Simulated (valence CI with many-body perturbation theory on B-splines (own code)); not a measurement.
E1 line list for Dy¹⁶⁺

Level of theory: valence CI with perturbative core correlation (CI+MBPT): four valence electrons over a frozen Dirac-Fock core [Kr] 4d10, radial functions for each j: 7 s, 7 p, 7 d, 7 f, 4 g, 2 h, with the one-electron correlation potential Σ1 (screened to all orders), the two-electron term Σ2, the three-electron term Σ3, Breit, model QED; selected single and double excitations, second order for the rest, scaled by the run's own slope (own B-spline code, finite nucleus).

No measured spectrum was set against this ion. As an estimate, terms of the open shell hold to a few per cent of their energy, and close levels can change places.

Lines 201 to 250 of 574 in falling wavelength, among levels below 291530 cm⁻¹, chosen from the strongest by gf and those to the six lowest levels. Wavelengths and rates use the calculated energies, so an error of 2000 cm⁻¹ moves a line at 923.1 Å by 1.8 % and its rate by three times that or more. Electric multipoles are in the length gauge, E1 and E2 with the static RPA response of the core. Weak lines are less certain than strong ones. Lines between different terms over intervals too small for the method are left out, as are lines whose strength nearly cancels. Where a level lies close to another of its J and parity, the split of strength between their lines is uncertain. The highest levels of a list are the least certain.

Names give the largest LS component (configuration and term), which can be under half, so a name can repeat, a term be missing and a line seem to break the LS rules; names also repeat where a configuration has a term twice. Letters in brackets count levels of one name in rising energy.

| λ vac (Å) | Upper | Lower | A (s⁻¹) | S (a.u.) |
| --- | --- | --- | --- | --- |
| 923.1 | 4f3 5s 3L°_7 | 4f4 1L_8 [a] | 6.25e+03 | 3.64e-05 |
| 921.9 | 4f3 5s 5I°_8 | 4f4 5I_7 | 9.35e+00 | 6.14e-08 |
| 920.5 | 4f3 5s 3G°_3 [a] | 4f4 5G_3 | 4.28e+03 | 1.15e-05 |
| 919.9 | 4f3 5s 3D°_2 [a] | 4f4 5D_3 | 1.05e+04 | 2.01e-05 |
| 919.3 | 4f3 5s 3P°_2 | 4f4 3D_2 [a] | 5.40e+03 | 1.03e-05 |
| 918.2 | 4f3 5s 3H°_6 [a] | 4f4 5F_5 | 7.98e+03 | 3.96e-05 |
| 917.3 | 4f3 5s 3F°_3 [a] | 4f4 5G_4 | 7.88e+03 | 2.10e-05 |
| 917.1 | 4f3 5s 3H°_4 [b] | 4f4 1G_4 [a] | 5.22e+03 | 1.79e-05 |
| 913.7 | 4f3 5s 3F°_3 [c] | 4f4 3F_3 [d] | 3.32e+04 | 8.76e-05 |
| 913.5 | 4f3 5s 3I°_7 [b] | 4f4 1L_8 [a] | 4.15e+03 | 2.34e-05 |
| 912.8 | 4f3 5s 1K°_7 | 4f4 3L_8 | 1.48e+04 | 8.32e-05 |
| 912.4 | 4f3 5s 3I°_6 [b] | 4f4 3I_6 [a] | 1.13e+04 | 5.50e-05 |
| 912.1 | 4f3 5s 3F°_4 [c] | 4f4 3F_4 [c] | 3.22e+04 | 1.08e-04 |
| 911.8 | 4f3 5s 3G°_3 [a] | 4f4 5F_4 [b] | 5.87e+03 | 1.54e-05 |
| 911.7 | 4f3 5s 3G°_4 [b] | 4f4 3G_4 [a] | 9.93e+03 | 3.34e-05 |
| 909.6 | 4f3 5s 3H°_6 [b] | 4f4 3G_5 [b] | 2.26e+03 | 1.09e-05 |
| 909.1 | 4f3 5s 3F°_3 [c] | 4f4 3F_2 [d] | 5.45e+03 | 1.42e-05 |
| 908.8 | 4f3 5s 3D°_2 [b] | 4f4 1D_2 [b] | 7.87e+03 | 1.46e-05 |
| 903.7 | 4f3 5s 3H°_5 | 4f4 1G_4 [a] | 8.23e+03 | 3.30e-05 |
| 901.2 | 4f3 5s 3G°_5 [c] | 4f4 3G_5 [a] | 2.33e+04 | 9.27e-05 |
| 901.2 | 4f3 5s 3H°_6 [b] | 4f4 3H_5 [b] | 9.75e+03 | 4.58e-05 |
| 898.6 | 4f3 5s 3D°_3 [c] | 4f4 3F_4 [b] | 2.56e+04 | 6.42e-05 |
| 895.7 | 4f3 5s 3G°_5 [d] | 4f4 1G_4 [b] | 1.57e+04 | 6.13e-05 |
| 894.4 | 4f3 5s 3G°_5 [b] | 4f4 3I_5 [a] | 1.31e+04 | 5.07e-05 |
| 893.6 | 4f3 5s 3F°_2 [c] | 4f4 3F_2 [d] | 4.80e+04 | 8.46e-05 |
| 890.7 | 4f2 5s2 3H_5 | 4f3 5s 3I°_6 [b] | 1.20e+04 | 4.62e-05 |
| 888.2 | 4f3 5s 3H°_5 | 4f4 5D_4 | 3.37e+03 | 1.28e-05 |
| 886.5 | 4f3 5s 3L°_8 | 4f4 3M_9 | 1.01e+04 | 5.88e-05 |
| 885.8 | 4f3 5s 3I°_7 [b] | 4f4 3I_7 [a] | 8.37e+03 | 4.30e-05 |
| 884.4 | 4f3 5s 3G°_3 [b] | 4f4 3G_3 [a] | 2.49e+04 | 5.96e-05 |
| 883.0 | 4f3 5s 1D°_2 [a] | 4f4 3F_2 [a] | 6.72e+03 | 1.14e-05 |
| 882.6 | 4f3 5s 5G°_6 | 4f4 3H_5 [a] | 5.28e+03 | 2.33e-05 |
| 882.4 | 4f3 5s 3D°_3 [b] | 4f4 1G_4 [a] | 4.26e+03 | 1.01e-05 |
| 881.0 | 4f3 5s 5D°_2 [b] | 4f4 1D_2 [a] | 9.63e+03 | 1.62e-05 |
| 880.9 | 4f3 5s 1G°_4 [a] | 4f4 3G_4 [a] | 3.38e+03 | 1.03e-05 |
| 880.8 | 4f3 5s 3D°_1 [b] | 4f4 1D_2 [b] | 1.17e+04 | 1.18e-05 |
| 880.2 | 4f3 5s 5G°_2 | 4f4 5F_1 | 1.87e+04 | 3.15e-05 |
| 878.7 | 4f3 5s 1H°_5 [b] | 4f4 3G_5 [b] | 1.60e+04 | 5.88e-05 |
| 878.4 | 4f3 5s 5G°_4 | 4f4 5F_4 [a] | 5.01e+03 | 1.51e-05 |
| 877.8 | 4f3 5s 3I°_6 [b] | 4f4 3I_5 [a] | 2.72e+03 | 1.18e-05 |
| 876.8 | 4f3 5s 3G°_4 [b] | 4f4 5G_5 | 5.69e+03 | 1.70e-05 |
| 875.4 | 4f3 5s 3H°_6 [b] | 4f4 1I_6 [a] | 6.24e+03 | 2.69e-05 |
| 874.6 | 4f3 5s 5G°_3 | 4f4 5F_2 | 1.68e+04 | 3.89e-05 |
| 874.5 | 4f3 5s 3K°_7 | 4f4 3K_7 [a] | 4.04e+03 | 2.00e-05 |
| 874.5 | 4f3 5s 5G°_5 | 4f4 5F_4 [b] | 1.30e+04 | 4.71e-05 |
| 873.2 | 4f3 5s 3G°_3 [a] | 4f4 5F_4 [a] | 6.65e+03 | 1.53e-05 |
| 872.1 | 4f3 5s 3G°_5 [b] | 4f4 3H_6 [a] | 3.55e+03 | 1.28e-05 |
| 872.1 | 4f3 5s 5G°_5 | 4f4 5F_5 | 3.06e+03 | 1.10e-05 |
| 871.7 | 4f3 5s 1P°_1 | 4f4 3F_2 [a] | 1.64e+04 | 1.61e-05 |
| 871.2 | 4f3 5s 3F°_3 [b] | 4f4 1D_2 [c] | 5.76e+03 | 1.32e-05 |
